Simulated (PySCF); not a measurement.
Two species compared at the same levels of theory.

First species: C₃H₉BO₂Si.
Geometry (PBE0-D3(BJ)/def2-SVP, Å), atoms numbered from 1 in this order:
```xyz
16
C3H9BO2Si angstrom
O      2.2752   -0.9896    0.5925
B      2.3146    0.3419    0.3035
O      3.4696    1.0588    0.2072
Si     0.5494    1.2998   -0.0197
C     -0.9086    0.2983    0.5946
C     -1.4136   -0.8489   -0.2457
C     -2.2555    0.3743   -0.0802
H      3.1357   -1.4048    0.7287
H      4.2797    0.5547    0.3516
H      0.5716    2.6631    0.6063
H      0.3480    1.5011   -1.4962
H     -0.9353    0.1272    1.6771
H     -0.9409   -1.0254   -1.2174
H     -1.7185   -1.7648    0.2679
H     -2.3709    1.0455   -0.9371
H     -3.1464    0.3054    0.5506
```

Second species: C2H14N2Si4.
SMILES: `[SiH3]N([SiH3])[C@@H]1C[SiH2]N[SiH2]1`

Levels: PBE0/def2-SVPD for HOMO energy, LUMO energy, HOMO–LUMO gap and static isotropic polarisability; TDDFT PBE0/def2-SVPD for lowest singlet excitation; TDA PBE0/def2-SVPD for lowest triplet excitation (Tamm–Dancoff); ΔSCF PBE0/def2-SVPD for vertical ionisation energy. Geometries: PBE0-D3(BJ)/def2-SVP. Each structure is a single optimised conformer of the isolated species, non-relativistic unless stated. Electronic properties by PySCF.

The conformers computed, where there is a choice (atom-mapped SMILES and torsion angles):
- `[OH:1][B:2]([OH:3])[SiH2:4][CH:5]1[CH2:6][CH2:7]1`: O1–B2–Si4–C5 16°, B2–Si4–C5–C6 -79°, H–O1–B2–O3 0°, H–O3–B2–O1 1°

The conformers of `[SiH3]N([SiH3])[C@@H]1C[SiH2]N[SiH2]1` aren't listed.

```json
{"property": "HOMO energy", "column X": "-6.80 eV", "column Y": "-7.69 eV"}
{"property": "LUMO energy", "column X": "-0.21 eV", "column Y": "-0.36 eV"}
{"property": "HOMO–LUMO gap", "column X": "6.59 eV", "column Y": "7.33 eV"}
{"property": "lowest singlet excitation", "column X": "5.39 eV", "column Y": "6.48 eV"}
{"property": "lowest triplet excitation (Tamm–Dancoff)", "column X": "5.12 eV", "column Y": "5.36 eV"}
{"property": "static isotropic polarisability", "column X": "142.1 au", "column Y": "85.5 au"}
{"property": "vertical ionisation energy", "column X": "8.33 eV", "column Y": "9.52 eV"}
```

Question: Which column belongs to which species?

Answer: Column X is the second species and column Y the first. The first has 16 atoms and 62 electrons, the second 22 and 96.

Question: How does each property change from the first species to the second?

Answer: HOMO energy +0.89 eV; LUMO energy +0.15 eV; HOMO–LUMO gap -0.74 eV; lowest singlet excitation -1.09 eV; lowest triplet excitation (Tamm–Dancoff) -0.24 eV; static isotropic polarisability +56.6 au; vertical ionisation energy -1.19 eV.

On the first: No computed singlet falls in the visible range (750 to 380 nm, 1.65 to 3.26 eV); S1 lies 3.22 eV above its blue end. The ΔSCF ionisation energy exceeds −ε(HOMO) by 1.83 eV with PBE0.

On the second: S1 lies 1.20 eV below the HOMO–LUMO gap; its leading configuration is HOMO→LUMO, weight 0.92. No computed singlet falls in the visible range (750 to 380 nm, 1.65 to 3.26 eV); S1 lies 2.13 eV above its blue end.
